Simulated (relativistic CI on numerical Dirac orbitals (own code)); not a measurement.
Pb⁷⁷⁺: sensitivity of the levels to the model

Base calculation: Dirac-Coulomb-Breit CI, separate exchange-only KLI orbitals for each configuration, model QED, unscaled Slater integrals.

Configurations in the expansion (outside the closed core 1s2): 2s²2p, 2s2p², 2p³, 2p²3s, 2s²3s, 2p²3p, 2s²3p, 2p²3d, 2s²3d, 2s2p3s, 2s2p3p, 2s2p3d, 2s²4s, 2s²4p, 2s²4d, 2s²4f. Levels of other configurations are missing.

Variants: (1) valence Slater integrals scaled by 0.9; (2) QED terms removed; (3) non-relativistic limit. Shifts of the energy above 2s²2p ²P°1/2, in eV, for the lowest level and the first level of each name with at least 55 % of one term (blank where a level changes its place among those of its configuration and J or its character, or is not in the variant):

```csv
Level,Base,Δ(1),Δ(2),Δ(3)
2s²2p ²P°1/2,0.0,0.0,0.0,0.0
2s²2p ²P°3/2,2355.1,+1.2,-1.0,-2355.1
2s2p² ⁴P3/2,2587.2,+7.3,+25.0,-2454.6
2s2p² ²D5/2,2630.1,+1.5,+25.0,
2s2p² ²P1/2,2716.5,-5.7,+25.0,
2s2p² ²D3/2,2718.0,-6.5,+25.0,-2475.8
2s2p² ⁴P5/2,4960.4,+5.1,+23.5,
2s2p² ²S1/2,5087.5,-6.1,+23.6,
2s2p² ²P3/2,5088.2,-7.1,+23.6,-4763.0
2p³ ⁴S°3/2,5351.9,+3.4,+50.1,
2p³ ²D°5/2,5374.7,-0.3,+50.1,-4886.1
2p³ ²P°1/2,5443.1,-5.5,+50.1,-4893.2
2s²3s ²S1/2,13565.6,+1.9,-4.2,-1777.3
2s²3p ²P°1/2,13672.1,+2.2,+3.8,-1808.7
```

At this charge energies of transitions that change n are usually good to better than 1 %, and those within a shell (Δn = 0) to a few per cent.

Ionisation energy from the two ground configurations alone: base 23937.8 eV. The NIST ASD value (theoretical) is 23940 eV.

LS names give the leading component of a level, which can be under half, so a name can repeat, a term be missing and a line seem to break the LS rules.
